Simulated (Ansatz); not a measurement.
`C=CCCCCCCCC`. The species carries charge 0 and has multiplicity 1. Geometry: relaxed with PBE0-D4/def2-TZVP. It is one conformer, not always the lowest.

```xyz
30

C     1.799   -0.105   -2.351
C     0.817    0.776   -2.478
C    -0.621    0.437   -2.681
C    -1.584    1.041   -1.657
C    -1.387    0.554   -0.224
C    -0.356    1.345    0.573
C    -0.132    0.839    2.001
C     1.043   -0.122    2.164
C     0.959   -1.431    1.389
C    -0.180   -2.336    1.829
H     1.606   -1.173   -2.377
H     2.830    0.204   -2.219
H     1.057    1.839   -2.445
H    -0.736   -0.653   -2.688
H    -0.921    0.788   -3.676
H    -2.600    0.801   -1.985
H    -1.510    2.136   -1.685
H    -2.342    0.615    0.310
H    -1.123   -0.508   -0.242
H    -0.694    2.387    0.606
H     0.600    1.355    0.041
H     0.053    1.694    2.658
H    -1.054    0.378    2.374
H     1.957    0.404    1.862
H     1.163   -0.351    3.229
H     1.907   -1.966    1.516
H     0.881   -1.220    0.318
H    -1.156   -1.869    1.675
H    -0.177   -3.277    1.273
H    -0.098   -2.579    2.892
```

**Question.** What is the dipole moment at B3LYP/def2-TZVPP? (Estimate.)

**Answer.** Ansatz gave: 0.39 D, with components (-0.30, 0.22, -0.12) D in this frame, pointing from negative to positive charge.

**Question.** And with PBE, r2SCAN, ωB97M-V? (Estimate.)

**Answer.** Computed: PBE 0.41 D, r2SCAN 0.41 D, ωB97M-V 0.37 D.

**Question.** Give the Mulliken charges with B3LYP, PBE, r2SCAN in def2-TZVPP. (Estimate.)

**Answer.** The calculation gave: 
```csv
atom,B3LYP,PBE,r2SCAN
C1,-0.24,-0.21,-0.22
C2,-0.13,-0.13,-0.12
C3,-0.06,-0.04,0.04
C4,-0.12,-0.11,-0.04
C5,-0.09,-0.09,-0.04
C6,-0.09,-0.09,-0.02
C7,-0.12,-0.12,-0.06
C8,-0.10,-0.08,-0.01
C9,-0.06,-0.06,0.02
C10,-0.26,-0.26,-0.17
H11,0.09,0.07,0.07
H12,0.10,0.09,0.08
H13,0.10,0.09,0.08
H14,0.05,0.04,0.01
H15,0.07,0.07,0.03
H16,0.07,0.07,0.03
H17,0.05,0.05,0.02
H18,0.06,0.06,0.03
H19,0.05,0.05,0.02
H20,0.06,0.05,0.02
H21,0.05,0.05,0.02
H22,0.07,0.06,0.02
H23,0.05,0.05,0.02
H24,0.05,0.05,0.01
H25,0.05,0.04,0.01
H26,0.06,0.06,0.02
H27,0.04,0.04,-0.01
H28,0.07,0.07,0.04
H29,0.08,0.08,0.04
H30,0.07,0.07,0.04
```

B3LYP here is the variant with VWN-RPA as its local correlation; programs differ in this.
